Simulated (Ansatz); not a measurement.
Gas-phase reaction in SMILES: N[Si](N)([NH3+])O -> N[Si](N)(N)[OH2+]

Quantity: isomerisation energy (enthalpy at 298 K), in kcal/mol. Set-up: non-relativistic; 6-31G* and kin with 6d, 5d where marked; 6-311+G** with 5d, 6d on Na to Ar in Ansatz (a first-principles code); valence correlation only; no spin-orbit coupling; no dispersion term unless named; LANL2DZ with its own core potentials from Na on. Basis-set limits of correlation are two-point, X^-3; Hartree-Fock from the larger set. Ab initio and DFT rows: single points at B3LYP-D3(BJ) geometries (Ansatz), with unscaled harmonic terms from B3LYP/6-31G* (Ansatz) at its own minima.

Coupled cluster (Ansatz) is a level with limits of its own, used here on species with T1 under 0.025 (0.045 for open shells) and stable references: CCSD(T)/CBS(cc-pV(T+d)Z,cc-pV(Q+d)Z).

Value to compare with, CCSD(T)/CBS(cc-pV(T+d)Z,cc-pV(Q+d)Z) (Ansatz): 23.7 kcal/mol.

```
level             program  isomerisation energy (enthalpy at 298 K) (kcal/mol)  difference
----------------  -------  ---------------------------------------------------  ----------
B3LYP/STO-3G       Ansatz                                                  9.9       -13.8
B3LYP/3-21G        Ansatz                                                 19.5        -4.2
B3LYP/LANL2DZ      Ansatz                                                 15.0        -8.7
B3LYP/6-31G        Ansatz                                                 15.6        -8.1
B3LYP/6-31G*       Ansatz                                                 25.0         1.3
B3LYP/6-31+G*      Ansatz                                                 24.5         0.8
B3LYP/6-31G**      Ansatz                                                 23.0        -0.7
B3LYP/def2-SVP     Ansatz                                                 21.2        -2.5
B3LYP/cc-pVDZ      Ansatz                                                 20.7        -3.0
B3LYP/6-311+G**    Ansatz                                                 21.2        -2.5
B3LYP/def2-TZVPD   Ansatz                                                 23.2        -0.5
```

Among the 10 habitual levels, B3LYP/STO-3G lies farthest from CCSD(T)/CBS(cc-pV(T+d)Z,cc-pV(Q+d)Z) (Ansatz) (-13.8 kcal/mol); 2 of 10 lie above it, and their mean absolute difference is 4.6 kcal/mol, the median 2.8. One case shows no general order.

The sets are all those run for this method; left out are runs that failed, that the program found above a lower state of the same kind, or whose <S^2> lies over 0.5 above the pure value.
